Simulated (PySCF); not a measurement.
Compound: C9H7NSi.
Cartesian coordinates in Å at the PBE0-D3(BJ)/def2-SVP level; atoms count from 1:
```xyz
18
C9H7NSi angstrom
N     -3.0564    2.7158   -1.1882
C     -2.5865    1.9334   -0.4722
Si    -1.8132    0.6868    0.6748
C     -2.2202   -1.0673    0.1961
C     -1.0638   -1.6685   -0.1567
C      0.1761   -0.8687   -0.1088
C      1.4426   -1.3380   -0.4554
C      2.5401   -0.4772   -0.3808
C      2.3777    0.8425    0.0365
C      1.1096    1.3187    0.3880
C      0.0106    0.4709    0.3185
H     -2.1795    1.1134    2.0531
H     -3.1793   -1.5873    0.1813
H     -1.0079   -2.7146   -0.4793
H      1.5736   -2.3716   -0.7864
H      3.5332   -0.8417   -0.6542
H      3.2425    1.5080    0.0876
H      0.9924    2.3568    0.7100
```

All values: PBE0/pcSseg-1 (PySCF, non-relativistic), on one gas-phase PBE0-D3(BJ)/def2-SVP geometry that isn't relaxed in the solvent. The solvent is an IEF-PCM continuum (cavity from Bondi-type radii × 1.2). Specific hydrogen bonds and non-electrostatic terms are outside this model.

Gas phase at PBE0/pcSseg-1: HOMO -7.11 eV, LUMO -2.02 eV, dipole 4.39 D.

Problem. What does the continuum do to the energy, the frontier levels and the dipole at PBE0/pcSseg-1 in dichloromethane and methanol?

Solution. 
```
        solvent      ε  E(solvent) − E(gas) (kJ/mol)  polarisation term (kJ/mol)  distortion of the solute (kJ/mol)  HOMO (eV)  LUMO (eV)  dipole (D)
dichloromethane   8.93                        -25.43                      -29.35                               3.92      -6.95      -1.87        5.40
       methanol  32.61                        -29.31                      -34.49                               5.18      -6.94      -1.86        5.54
```

The first energy column is the sum of the next two and covers electrostatics alone. From dichloromethane to methanol the lowering changes by a factor 1.15, Onsager's factor (ε − 1)/(2ε + 1) by 1.14 and ε itself by 3.7.

Problem. Which radius a makes the point-dipole formula ΔE = −[(ε − 1)/(2ε + 1)]·μ²/a³ give the value in methanol, with the gas-phase dipole?

Solution. μ = 1.728 au and |ΔE| = 0.01116 Eh give a = 2.66 Å; the farthest nucleus lies 4.25 Å from the centroid of the nuclei, so such a sphere wouldn't even hold the nuclei. The formula assumes a rigid point dipole at the centre of a sphere.

Problem. Give the dipole vector in the frame of the coordinates (D, pointing from negative to positive charge), gas and methanol.

Solution. Gas (2.68, -3.01, 1.74), solvent (3.29, -3.83, 2.26). Its length changes by +26 % and its direction by 1°.

Problem. Which Mulliken charges (PBE0/pcSseg-1) respond most in dichloromethane (means over atoms taken as equivalent)?

Solution. 
```csv
atoms,environment,gas (e),solvent (e),change
N1,cyano nitrogen,-0.210,-0.273,-0.063
C2,cyano carbon,-0.189,-0.161,+0.028
C6,substituted aromatic carbon,-0.206,-0.224,-0.018
H14,vinylic hydrogen,+0.092,+0.108,+0.016
C11,substituted aromatic carbon,-0.346,-0.361,-0.015
H15,aromatic hydrogen,+0.083,+0.098,+0.015
H13,vinylic hydrogen,+0.127,+0.141,+0.014
H16,aromatic hydrogen,+0.105,+0.119,+0.014
H12,Si–H hydrogen,-0.048,-0.034,+0.014
H17,aromatic hydrogen,+0.103,+0.116,+0.013
H18,aromatic hydrogen,+0.097,+0.110,+0.013
C9,aromatic CH carbon,-0.073,-0.084,-0.011
```

Problem. Which Mayer bond orders change most in dichloromethane?

Solution. 
```json
{"bond": "C2–Si3", "length (Å)": "1.862", "gas": "0.817", "solvent": "0.799", "change": "-0.018"}
{"bond": "N1–C2", "length (Å)": "1.160", "gas": "2.914", "solvent": "2.930", "change": "+0.016"}
{"bond": "C11–C6", "length (Å)": "1.416", "gas": "1.374", "solvent": "1.361", "change": "-0.013"}
{"bond": "C4–C5", "length (Å)": "1.350", "gas": "1.823", "solvent": "1.812", "change": "-0.011"}
{"bond": "Si3–C4", "length (Å)": "1.863", "gas": "0.911", "solvent": "0.919", "change": "+0.008"}
{"bond": "C8–C9", "length (Å)": "1.394", "gas": "1.443", "solvent": "1.438", "change": "-0.005"}
{"bond": "C7–C8", "length (Å)": "1.397", "gas": "1.419", "solvent": "1.415", "change": "-0.004"}
{"bond": "C11–Si3", "length (Å)": "1.871", "gas": "0.851", "solvent": "0.855", "change": "+0.004"}
```
